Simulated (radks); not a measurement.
Values are calculated unless marked as measured or tabulated.
K II, configuration [Ar] (the NIST ground configuration). Code: a radial shooting solver on a logarithmic mesh with Libxc functionals. Model: scalar-relativistic Kohn-Sham, SCAN, spin-polarised, spherical densities, finite nucleus; meta-GGA in the generalised Kohn-Sham scheme; Fermi nuclear charge, rms radius 3.4349 fm.

Unscreened Slater integrals over Kohn-Sham orbitals (eV). They are taken over the spin-up orbitals.

\begin{tabular}{lr}
integral & value \\ \hline
F0(3p,3p) & 17.313 \\
F2(3p,3p) & 8.6738 \\
F0(3p,3s) & 18.239 \\
G1(3p,3s) & 12.085 \\
F0(3p,2p) & 23.673 \\
F2(3p,2p) & 4.1124 \\
G0(3p,2p) & 1.6015 \\
G2(3p,2p) & 1.6237 \\
F0(3p,2s) & 23.358 \\
G1(3p,2s) & 1.2236 \\
F0(3s,3s) & 19.321 \\
F0(3s,2p) & 25.738 \\
G1(3s,2p) & 1.9139 \\
F0(3s,2s) & 25.468 \\
G0(3s,2s) & 1.5391 \\
F0(2p,2p) & 71.216 \\
F2(2p,2p) & 33.231 \\
F0(2p,2s) & 66.752 \\
G1(2p,2s) & 39.212 \\
F0(2s,2s) & 63.815 \\
\end{tabular}
